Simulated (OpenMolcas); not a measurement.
## 3d ions of charge +2 along the row

```yaml
Program: OpenMolcas 26.06
Method: SS-CASPT2, IPEA 0.25 Eh, imaginary shift 0.1 Eh
Basis: ANO-RCC-VTZP
Scalar_Hamiltonian: DKH2, point nucleus
Spin-orbit_coupling: RASSI with atomic mean-field integrals over the reference wave functions, term energies averaged over their components
```

Active space: the 3d shell; CASPT2 also correlates the outermost closed s and p core shells.

B and C come from two terms' centres of gravity (d2, d8: 3P = 15B, 1G = 12B + 2C; d3, d7: 4P = 15B, 2G = 4B + 3C; d4, d6: 3G = 9B + 4C, 3H = 4B + 4C; d5: 4D = 17B + 5C, 4G = 10B + 5C, above the ground term), where all their levels are at least 80 % pure. ζ = ±2S·A comes from the whole width of the ground multiplet by E(J) = (A/2) J(J+1), where its levels are at least 85 % pure. Energies in cm-1.

| Ion | Configuration | Lowest level | Weight (%) | B | B measured | C | C measured | ζ | ζ measured |
| --- | --- | --- | --- | --- | --- | --- | --- | --- | --- |
| Ti2+ | 3d2 | 3F2 | 100 | 733 | 695 | 2815 | 2910 | 128 | 120 |
| V2+ | 3d3 | 4F 3/2 | 100 | 791 | 755 | 2813 | 2910 | 180 | 167 |
| Cr2+ | 3d4 | 5D0 | 100 | 740 | 691 | 3590 | 3575 | 249 | 230 |
| Mn2+ | 3d5 | 6S 5/2 | 100 | 808 |  | 3968 |  |  |  |
| Fe2+ | 3d6 | 5D4 | 100 | 933 | 917 | 4081 | 4040 | 416 | 411 |
| Co2+ | 3d7 | 4F 9/2 | 100 | 994 | 971 | 3975 | 4209 | 546 | 533 |
| Ni2+ | 3d8 | 3F4 | 100 | 1093 | 1056 | 4733 | 4723 | 643 | 648 |

Measured columns use the levels in Corliss and Sugar, J. Phys. Chem. Ref. Data 8, 1 (1979) (Ti2+); Sugar and Corliss, J. Phys. Chem. Ref. Data 7, 1191 (1978) (V2+); Sugar and Corliss, J. Phys. Chem. Ref. Data 6, 317 (1977) (Cr2+); Corliss and Sugar, J. Phys. Chem. Ref. Data 11, 135 (1982) (Fe2+); Sugar and Corliss, J. Phys. Chem. Ref. Data 10, 1097 (1981) (Co2+); Corliss and Sugar, J. Phys. Chem. Ref. Data 10, 197 (1981) (Ni2+).

The computed B goes from 733 (Ti2+) to 1093 cm-1 (Ni2+), a factor of 1.49, though not at every step. It departs from the measured column by +2 to +7 %. The Trees term is left out, which lowers the B read from the levels of every ion, most for d4 to d6. The pair of terms that fixes B changes along the row, so steps between ions also reflect that choice.

The computed ζ goes from 128 (Ti2+) to 643 cm-1 (Ni2+), a factor of 5.02, rising at every step. It departs from the measured column by -1 to +8 %.

Term energies are means over components that CASPT2 splits; among the low terms the widest spread is 1100 cm-1 (3d7 2H, Co2+). The CASPT2 spread within a term exceeds the gap to the next term for 3d3 2P and 3d3 2H, so the order of their levels is uncertain (figures for V2+; the like holds for Cr2+, Co2+). Some levels mix across a computed gap that differs much from the measured one, so their mixing is not that of the real levels (holds for Co2+; Ni2+). Measured partners are found by configuration, term and J. A level has none where our copy of the source lacks it or the pairing is in doubt (some pairs that miss far off the trend of their configuration count as doubtful), and it then counts in no deviation. Only configurations of the active space appear.
